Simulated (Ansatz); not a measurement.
Ge₃O₈H₄, relaxed as a singlet with RKS PBE-D4/def2-SVP in Ansatz, starting from the GFN1-xTB geometry. Force threshold 0.03 eV/Å.

The structure holds 2 bonds between oxygen atoms, so isomers without such links may lie far lower. Another isomer (singlet) lies 3.86 eV lower at PBE0-D4/def2-TZVP; other spin states weren't run for this one.

Start:

```xyz
15

Ge   -1.0899    0.1456   -0.0025
Ge    2.0363   -1.4415    0.2541
Ge    0.1403    1.6626   -2.0810
O     1.0083   -2.5897   -0.3131
O    -1.3298    0.9250   -1.5578
O    -1.5485   -1.4815    0.1282
O     0.4778    2.5443   -3.3790
O     1.2648    1.2499   -0.7911
O    -1.9037    1.1689    1.1735
O    -1.8313    0.5872    2.4794
O     0.7415    0.3574    0.1630
H     3.0827   -0.8315   -0.6040
H    -0.7972   -2.0582   -0.1155
H    -2.5517    1.0486    2.9360
H     2.3004   -1.2869    1.7096
```

Question: Estimate the energy that the relaxation releases and the steps that it takes.

Answer: 109.2 kJ/mol, in 18 steps; 3.4 min on 4 threads of Intel Xeon on a shared host. No frequencies were taken in this run, so the end may be a saddle point.

Question: Does the start keep its bonding and symmetry?

Answer: Bonds lost: O6–H13 (atoms count from 1). Bonds formed: O4–H13 (atoms count from 1).

Question: Predict the relaxed structure.

Answer: 
Cartesian coordinates in Å:
```
Ge -1.2202 0.0816 0.2018
Ge 1.7513 -1.2519 0.2653
Ge 0.0785 1.5399 -2.1432
O 0.8835 -2.2049 -0.9332
O -1.3749 0.8059 -1.4590
O -1.2281 -1.5652 0.5194
O 0.4174 2.3441 -3.5349
O 1.3307 1.2860 -0.8074
O -1.9400 1.4125 1.1981
O -1.6484 1.0489 2.5857
O 0.7928 0.4638 0.2874
H 3.1299 -0.8502 -0.2811
H -0.0477 -2.2534 -0.5376
H -2.5458 0.7864 2.8883
H 1.6211 -1.6434 1.7504
```
Bond lengths: 9 × Ge–O 1.64 to 2.05 Å; 2 × O–O 1.46 to 1.47 Å; 2 × H–O 0.98 to 1.01 Å; 2 × Ge–H 1.54 Å.
